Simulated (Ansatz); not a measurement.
`C=C(O)OCF` + `[NH2][SnH3]` → `FC[NH][SnH3]` + `C=C(O)O`  (substitution at a C–O bond)

Program: Ansatz. Geometries: PBE0-D4/def2-TZVP. ΔE: electronic, gas phase. CCSD(T)/CBS adds triple-zeta CCSD(T) − MP2 to the extrapolated MP2 energy (def2 sets, frozen cores). DFT in def2-TZVPP. B3LYP here is the variant with VWN-RPA as its local correlation; programs differ in this. def2 core potentials past Kr. For Sn outer-core shells are correlated without core-valence functions, which leaves a few kJ/mol of doubt a bond. Each species was taken in one conformer, which may not be the lowest.

```tsv
level	ΔE (kJ/mol)
B3LYP-D4	-30.9
ωB97M-V	-29.8
PBE0	-30.7
SCS-MP2/def2-TZVPP	-28.0
```

(1) What does CCSD(T)/CBS give? (An estimate is asked.)

Largest T1 diagnostic among the species: 0.013.

## Answers

(1) Computed: -29.7 kJ/mol. The listed levels differ from it by -1.2, -0.1, -1.0, 1.7 kJ/mol.

In def2-TZVPP, CCSD(T) changes the Hartree–Fock value by −5.3 kJ/mol (the triples alone add −0.2 kJ/mol) and MP2 by −7.9 kJ/mol.
